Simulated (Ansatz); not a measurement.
Relaxation of a periodic cell of 40 atoms, H3CCl (contents 8 CH3Cl, density as packed 1.14 g/cm³ with natural masses), to a largest force component of 0.3 eV/Å in at most 15 steps.

Computed with DFT PBE-D3(BJ), scalar-relativistic, plane waves, PAW in Ansatz 0.2.0. Settings: cutoff 420 eV, k mesh 1x1x1, fermi-dirac smearing 0.05 eV, no spin polarisation.

```xyz
40
Lattice="8.3815 0.0000 0.0000 0.0000 8.3815 0.0000 0.0000 0.0000 8.3815" Properties=species:S:1:pos:R:3
C 4.241 2.329 7.584
Cl 4.133 3.265 6.077
H 3.781 1.355 7.428
H 5.289 2.207 7.849
H 3.717 2.867 8.371
C 0.835 0.860 6.914
Cl 0.981 1.786 8.424
H -0.124 1.086 6.453
H 1.646 1.145 6.246
H 0.898 -0.202 7.144
C 6.720 5.527 2.379
Cl 6.175 7.199 2.638
H 6.995 5.404 1.333
H 7.581 5.334 3.015
H 5.909 4.848 2.633
C 4.270 7.176 7.640
Cl 5.960 6.877 7.178
H 3.654 7.181 6.743
H 3.942 6.385 8.311
H 4.206 8.140 8.141
C 0.906 0.575 3.236
Cl 2.401 0.079 2.413
H 1.069 0.547 4.311
H 0.650 1.585 2.923
H 0.108 -0.113 2.963
C 1.002 4.087 4.526
Cl 0.772 4.022 6.287
H 1.045 5.129 4.215
H 1.934 3.585 4.273
H 0.166 3.587 4.042
C 5.018 2.965 2.223
Cl 4.441 1.568 3.159
H 4.461 3.848 2.527
H 6.079 3.107 2.420
H 4.859 2.770 1.164
C 1.766 6.105 0.423
Cl 1.105 4.810 1.445
H 2.623 6.548 0.925
H 2.072 5.680 -0.531
H 0.996 6.858 0.265
```

Where does it end, and by what steps?

The forces met the threshold. The threshold is loose, so the end isn't yet a minimum. The force dipped under the threshold on the way, but the program's further checks kept it going. Limits of this set-up: coarse k mesh. After 11 steps the energy has fallen by 2.665 eV; Cl22 moved furthest, 1.78 Å.

```csv
step,energy less start (eV),largest force component (eV/Å),accepted
0,0.0000,1.309,yes
1,-0.7166,0.374,yes
2,-1.1640,0.393,yes
3,-1.4915,0.548,yes
4,-1.7620,0.645,yes
5,-2.0002,0.549,yes
6,-2.1905,0.410,yes
7,-2.3486,0.234,yes
8,-2.3486,0.234,yes
9,-2.4817,0.232,yes
10,-2.5975,0.252,yes
11,-2.6647,0.224,yes
```

```xyz
40
Lattice="8.3815 0.0000 0.0000 0.0000 8.3815 0.0000 0.0000 0.0000 8.3815" Properties=species:S:1:pos:R:3
C 4.327 2.388 7.233
Cl 4.661 3.984 6.477
H 4.105 1.677 6.422
H 5.234 2.080 7.771
H 3.467 2.494 7.910
C 0.876 0.616 6.936
Cl 1.101 0.674 8.730
H -0.114 1.031 6.714
H 1.661 1.227 6.483
H 0.950 -0.428 6.618
C 6.822 6.017 2.271
Cl 5.785 7.425 2.697
H 6.782 5.869 1.185
H 7.851 6.223 2.599
H 6.430 5.140 2.806
C 4.573 7.264 7.486
Cl 6.217 7.345 6.778
H 3.849 7.413 6.678
H 4.449 6.270 7.924
H 4.481 8.039 8.254
C 0.755 0.568 3.529
Cl 1.810 -0.878 3.789
H 0.523 0.991 4.512
H 1.332 1.288 2.930
H -0.158 0.244 3.019
C 1.077 4.061 4.275
Cl 0.454 3.997 5.958
H 1.229 5.111 4.014
H 2.022 3.510 4.241
H 0.337 3.610 3.608
C 4.876 2.963 2.650
Cl 4.068 1.709 3.641
H 4.452 3.937 2.913
H 5.951 2.924 2.865
H 4.684 2.734 1.596
C 1.505 5.871 0.398
Cl 1.180 4.158 0.881
H 2.233 6.301 1.096
H 1.882 5.844 -0.630
H 0.563 6.422 0.449
```

Run time: 30 s on 1 thread of Intel(R) Xeon(R) Platinum 8488C (Sapphire Rapids), with other jobs on the host, peak memory 0.57 GiB.
